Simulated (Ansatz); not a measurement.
`N[SiH]([SiH3])[SnH3]` + H₂Se → `N[SiH]([SiH3])[SeH]` + `[SnH4]` at 700 K and 1 bar (cleavage of the Si–Sn bond).

Gas-phase electronic energies from Ansatz, PBE0-D4/def2-TZVP geometries. CCSD(T)/CBS is the MP2 limit (def2-TZVPP, def2-QZVPP) plus CCSD(T) − MP2 in def2-TZVPP, frozen cores. def2 core potentials past Kr. For Se, Sn outer-core shells are correlated without core-valence functions, which leaves a few kJ/mol of doubt a bond. Scalar relativity is left out up to krypton. Each species was taken in one conformer, which may not be the lowest.

| species | CCSD(T)/CBS energy (Eh) | H − E (kJ/mol) | S (J/(mol·K)) |
| --- | --- | --- | --- |
| `N[SiH]([SiH3])[SnH3]` | -852.30422 | 316.2 | 580.3 |
| H₂Se | -2401.89790 | 61.1 | 251.1 |
| `N[SiH]([SiH3])[SeH]` | -3037.82609 | 269.7 | 525.7 |
| `[SnH4]` | -216.39156 | 106.0 | 282.9 |

H − E and S are ideal-gas, rigid-rotor, harmonic terms from PBE0-D4/def2-TZVP, for one conformer and one mirror image of each species. 1 Eh = 2625.50 kJ/mol, R = 8.31446 J/(mol·K).

Problem. By hand: ΔE, ΔH, ΔS and ΔG.

Solution. ΔE = (-3037.82609) + (-216.39156) − (-852.30422) − (-2401.89790) = -0.01553 Eh = -40.8 kJ/mol. Δ(H − E) = 269.7 + 106.0 − 316.2 − 61.1 = -1.6, so ΔH = -42.4 kJ/mol. ΔS = 525.7 + 282.9 − 580.3 − 251.1 = -22.8 J/(mol·K). ΔG = -42.4 − 700 × (-22.8)/1000 = -26.4 kJ/mol.

Problem. By hand: the equilibrium constant, and the temperature at which ΔG would vanish if ΔH and ΔS stayed fixed.

Solution. log₁₀ K = −ΔG/(RT ln 10) = 2.0. ΔG = 0 at ΔH/ΔS = 1860 K.

TΔS isn't small against ΔH here. A doubt of 5 kJ/mol in ΔE shifts log₁₀ K by 0.4 here. Other conformers and mirror images would add mixing entropy, several J/(mol·K) or more a flexible species. Modes under 60 cm⁻¹, often nearly free rotors, make the harmonic entropy too high. These are equilibria of isolated gas molecules and say nothing of rates. Largest T1 diagnostic: 0.013 (customary marks: 0.02 for closed shells, 0.045 for open ones).
